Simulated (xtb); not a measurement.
xtb was given this input:
```
$ xtb mol.xyz --gfn 2 --uhf 2 --opt vtight --json

# file mol.xyz
2

B     -0.33361376    -0.29710481    -0.45551825
F      0.29215193     0.22246824     0.44269185
```

**Question.** Estimate the dipole moment that GFN2-xTB run with xtb returns for this input.

**Answer.** 1.35 D

**Question.** Predict the total energy at the end of the optimisation from GFN2-xTB.

**Answer.** -5.7808 Eh
